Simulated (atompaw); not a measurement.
**Logarithmic derivatives: fluorine (F), PAW (atompaw)**

| Quantity | Value |
| --- | --- |
| Element | F |
| Generator | atompaw 4.2.0.5 |
| Type | PAW |
| Functional | PBEsol |
| Relativity | non-relativistic |
| Frozen core | [He] |
| Valence charge | 7 |
| Reference configuration | 2s2 2p5 |
| Partial waves | 2s (bound): rc 1.35 bohr; 2s channel at 2.45 Ry: rc 1.35 bohr; 2p (bound): rc 1.35 bohr; 2p channel at 0.35 Ry: rc 1.35 bohr; 3d channel at -0.1 Ry: rc 1.15 bohr; 3d channel at 2.55 Ry: rc 1.35 bohr |
| Local potential | troulliermartins scheme with l = 3 at 0.5 Ry, radius 1.05 bohr |
| Core correction | smooth core density matched at 0.90 bohr |
| Augmentation charge | sinc compensation charge, radius 1.05 bohr; PAW radius 1.35 bohr; waves and projectors: custom polynom vanderbiltortho |

The phase is arctan(r·u′/u) with u = r·R(r), unwrapped; energies in Ry, scanned from -4 to 5 Ry. A pole is an energy at which the radial function vanishes at the test radius. The pseudo phase is shifted by a multiple of π to meet the all-electron one at the reference energy, and phase errors are pseudo minus all-electron; the curves can meet again beyond the range given. Levels narrower than the energy grid can be missing from the lists of poles.

```tsv
channel	radius (bohr)	reference energy (Ry)	poles, all-electron	poles, pseudo	unbroken range about the reference energy with phases within 0.05 rad	phase error 1 Ry above the reference energy (rad)
s	1.35	-2.18	-0.04	-0.04	the whole range	-0.000
p	1.35	-0.81	1.05	1.05	the whole range	+0.000
d	1.35	-0.10	none	none	the whole range	-0.000
```

Phases in the d channel:

```
E (Ry)  all-electron  pseudo
 -4.00         1.280   1.280
 -3.52         1.270   1.270
 -3.04         1.258   1.258
 -2.56         1.245   1.245
 -2.08         1.230   1.230
 -1.60         1.214   1.214
 -1.12         1.195   1.195
 -0.64         1.173   1.173
 -0.16         1.147   1.147
  0.32         1.117   1.117
  0.80         1.081   1.081
  1.28         1.037   1.037
  1.76         0.982   0.982
  2.24         0.911   0.911
  2.72         0.819   0.819
  3.20         0.694   0.694
  3.68         0.524   0.523
  4.16         0.294   0.289
  4.64         0.002  -0.015
```
